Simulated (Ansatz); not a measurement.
Stepwise reaction of `O[SiH](O)S[SiH](O)Cl` with hydrogen, as a gas-phase model of exchange steps in deposition or etching. ΔE in kJ/mol.

Computed with Ansatz on PBE0-D4/def2-TZVP structures; ΔE is electronic, products minus reactants. CCSD(T)/CBS adds triple-zeta CCSD(T) − MP2 to the extrapolated MP2 energy (def2 sets, frozen cores). This one scheme is used for every species. DFT in def2-TZVPP. B3LYP here is the variant with VWN-RPA as its local correlation; programs differ in this. Each species was taken in one conformer, which may not be the lowest.

```json
{"step": "1", "reaction": "`O[SiH](O)S[SiH](O)Cl` + H₂ → `O[SiH](O)S[SiH2]Cl` + H₂O", "PBE-D4": "86.4", "B3LYP-D4": "92.5", "ωB97M-V": "91.9", "CCSD(T)/CBS": "87.9"}
{"step": "2", "reaction": "`O[SiH](O)S[SiH2]Cl` + H₂ → `O[SiH2]S[SiH2]Cl` + H₂O", "PBE-D4": "85.5", "B3LYP-D4": "90.6", "ωB97M-V": "91.8", "CCSD(T)/CBS": "89.1"}
{"step": "3", "reaction": "`O[SiH2]S[SiH2]Cl` + H₂ → `[SiH3]S[SiH2]Cl` + H₂O", "PBE-D4": "77.0", "B3LYP-D4": "83.0", "ωB97M-V": "82.8", "CCSD(T)/CBS": "79.0"}
```

Q: By hand: ΔE of the 3 steps together at CCSD(T)/CBS.

A: (87.9) + (89.1) + (79.0) = 256.0 kJ/mol, or 85.3 kJ/mol a step.

In ΔE step 3 is the lowest and step 2 the highest. All are uphill at CCSD(T)/CBS. PBE-D4 differs from CCSD(T)/CBS by -3.6 to -1.5 kJ/mol a step. Isolated molecules leave out the surface, adducts and barriers. Largest T1 diagnostic: 0.012.
